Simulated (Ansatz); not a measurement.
`C=C[N]([GeH3])[SiH2]Cl` + `CN[SiH3]` → `CN([SiH3])[SiH2]Cl` + `C=C[NH][GeH3]`  (ligand exchange at the Si–N bond)

Isolated molecules relaxed with PBE0-D4/def2-TZVP in Ansatz; ΔE leaves out vibrations. CCSD(T)/CBS is the MP2 limit (def2-TZVPP, def2-QZVPP) plus CCSD(T) − MP2 in def2-TZVPP, frozen cores. Functionals use def2-TZVPP. B3LYP here is the variant with VWN-RPA as its local correlation; programs differ in this. For Ge outer-core shells are correlated without core-valence functions, which leaves a few kJ/mol of doubt a bond. Scalar relativity is left out up to krypton. One conformer a species, not always the lowest.

```tsv
level	ΔE (kcal/mol)	difference from CCSD(T)/CBS
PBE-D4	-1.0	-1.0
r2SCAN-D4	-1.2	-1.2
B3LYP-D4	-0.9	-0.9
ωB97M-V	-0.8	-0.8
B2PLYP	-1.1	-1.1
PBE	-1.5	-1.5
r2SCAN	-1.3	-1.3
PBE0	-1.4	-1.4
B3LYP	-1.7	-1.7
HF/def2-TZVPP	-2.2	-2.2
MP2/def2-TZVPP	0.0	0.0
SCS-MP2/def2-TZVPP	-0.4	-0.4
CCSD/def2-TZVPP	-0.5	-0.5
SCS-MP2/def2-QZVPP	-0.3	-0.3
HF/CBS(def2)	-2.2	-2.2
MP2/CBS(def2)	0.3	0.3
CCSD(T)/CBS	0.0	0
```

Largest T1 diagnostic among the species: 0.012.

In def2-TZVPP, CCSD(T) changes the Hartree–Fock value by +1.9 kcal/mol (the triples alone add +0.3 kcal/mol) and MP2 by +2.1 kcal/mol. The D4 term adds +0.8 kcal/mol with B3LYP and +0.4 kcal/mol with PBE0; it sums over pairs of atoms, weighted by their polarisabilities, and B3LYP, whose exchange is more repulsive, gets the larger term.
